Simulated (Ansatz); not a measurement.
Reaction (substitution at a C–C bond): `C[CH]1[CH2][AlH]1` + `COB(O)Cl` → `COB(Cl)OC` + `[CH2]1[CH2][AlH]1`

Isolated molecules relaxed with PBE0-D4/def2-TZVP in Ansatz; ΔE leaves out vibrations. CBS: MP2 limit from def2 TZ/QZ plus the TZ coupled-cluster correction, frozen cores. This one scheme is used for every species. Functionals use def2-TZVPP. Each species was taken in one conformer, which may not be the lowest.

`C[CH]1[CH2][AlH]1`:

```xyz
11

C     0.071    1.460    0.056
C    -0.157    0.073   -0.494
C     0.724   -1.095    0.107
Al   -1.155   -1.395    0.223
H    -0.675    2.167   -0.318
H     0.012    1.479    1.149
H     1.062    1.844   -0.217
H    -0.105    0.064   -1.587
H     1.236   -0.806    1.027
H     1.425   -1.574   -0.575
H    -2.438   -2.217    0.630
```

`COB(O)Cl`:

```xyz
9

C     1.038   -0.818   -0.349
O    -0.278   -0.507    0.069
B    -0.725    0.755    0.250
O    -1.996    0.981    0.651
Cl    0.310    2.164   -0.024
H     1.109   -1.903   -0.410
H     1.774   -0.446    0.367
H     1.249   -0.385   -1.329
H    -2.481    0.160    0.774
```

`COB(Cl)OC`:

Z-matrix (Å, degrees):
```
C
O 1 1.414
H 1 1.089 2 107.3
H 1 1.092 2 111.0 3 -119.4
H 1 1.092 2 111.0 3 119.5
B 2 1.350 1 123.5 3 -179.5
O 6 1.346 2 121.0 1 -180.0
Cl 6 1.773 2 121.7 1 0.0
C 7 1.417 6 120.1 2 0.0
H 9 1.092 7 111.0 6 -59.9
H 9 1.089 7 107.3 6 -179.4
H 9 1.092 7 111.0 6 61.1
```

`[CH2]1[CH2][AlH]1`:

Cartesian coordinates in Å:
```
C -0.880 0.104 0.126
C 0.435 0.217 -0.752
Al 0.704 -0.508 0.990
H -1.629 -0.584 -0.263
H -1.344 1.056 0.376
H 0.726 1.235 -1.006
H 0.442 -0.406 -1.644
H 1.546 -1.114 2.173
```

| species | r2SCAN energy (Eh) |
| --- | --- |
| `C[CH]1[CH2][AlH]1` | -360.83361 |
| `COB(O)Cl` | -676.11540 |
| `COB(Cl)OC` | -715.39884 |
| `[CH2]1[CH2][AlH]1` | -321.53243 |

Q: Work out ΔE.

A: ΔE = (-715.39884) + (-321.53243) − (-360.83361) − (-676.11540) = 0.01774 Eh = +46.6 kJ/mol. CCSD(T)/CBS gives +49.2 kJ/mol.

Largest T1 diagnostic among the species: 0.012.

In def2-TZVPP, CCSD(T) changes the Hartree–Fock value by +11.5 kJ/mol (the triples alone add +1.1 kJ/mol) and MP2 by +17.6 kJ/mol.
